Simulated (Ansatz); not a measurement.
The same hydrogenolysis along the group O, S, Se, Te.

Program: Ansatz. Geometries: PBE0-D4/def2-TZVP. ΔE: electronic, gas phase. CCSD(T)/CBS adds triple-zeta CCSD(T) − MP2 to the extrapolated MP2 energy (def2 sets, frozen cores). This one scheme is used for every species. Elements past krypton have def2 core potentials. For Te outer-core shells are correlated without core-valence functions, which leaves a few kJ/mol of doubt a bond. Each species was taken in one conformer, which may not be the lowest.

Question: Order these by ΔE at CCSD(T)/CBS, lowest first. (Best estimate.)
A. `OC1=NC1` + H₂ → H₂O + `C1=NC1`
B. `[TeH]C1=NC1` + H₂ → H₂Te + `C1=NC1`
C. `SC1=NC1` + H₂ → H₂S + `C1=NC1`

Answer: A (-14.6 kcal/mol), C (-9.7 kcal/mol), B (-6.7 kcal/mol).

Largest T1 diagnostic: 0.013, for `OC1=NC1`.
